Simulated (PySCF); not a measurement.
C2H5ClOSi.
Numbering: `[CH2:1]=[CH:2][O:3][SiH2:4][Cl:5]` (hydrogens: H6, H7 on C1; H8 on C2; H9, H10 on Si4)

Geometry (PBE0-D3(BJ)/def2-SVP, Å), atoms numbered from 1 in this order:
```
atom  x, y, z in Å
C1     0.2220    2.2638    1.7487
C2     0.7214    2.1242    0.5200
O3     2.0057    1.8359    0.1990
Si4    3.1766    1.1642    1.1735
Cl5    3.8113    2.5025    2.6074
H6     0.8384    2.1826    2.6477
H7    -0.8374    2.4915    1.8717
H8     0.1020    2.2450   -0.3747
H9     2.6248   -0.0233    1.8755
H10    4.3146    0.8626    0.2774
```

Computed at PBE0/pcSseg-1 (PySCF, non-relativistic), with Q(17O) = −0.0256 b, Q(35Cl) = −0.0817 b: O3, 17O (I = 5/2): χzz = -9.432 MHz, η = 0.151; Cl5, 35Cl (I = 3/2): χzz = -41.75 MHz, η = 0.096.

(1) Where would the pure quadrupole (NQR) lines of 17O at O3 fall for the rigid, isolated species?

(2) Where would the pure quadrupole (NQR) lines of 35Cl at Cl5 fall for the rigid, isolated species?

(3) Apply the simplest Townes–Dailey estimate (no s hybridisation, no π bonding), ionic character = 1 − χzz/χ0, where χ0 is the coupling for one missing p electron along the bond: −109.74 MHz for 35Cl.

Results:

(1) From the eigenvalues of H = χ/[4I(2I − 1)] × [3Iz² − I(I + 1) + η(Ix² − Iy²)], steps between neighbouring levels, labelled as for η = 0: ±1/2↔±3/2 1.450 MHz, ±3/2↔±5/2 2.817 MHz (silyl ether oxygen).

(2) From ν = (|χ|/2)√(1 + η²/3): ν = 20.91 MHz (silicon-bound chlorine). For 37Cl the ratio of quadrupole moments, 0.7881, gives 16.48 MHz.

(3) Cl5 on Si4: 1 − (-41.75)/(-109.74) = 0.62. In this model a purely covalent bond gives χ0 and a free halide ion gives zero; s hybridisation or π bonding, where present, is counted here as ionic character.

In a crystal, neighbours and librations shift these lines. With a basis this small, the couplings can be 20 % off.

One conformer stands for the species.
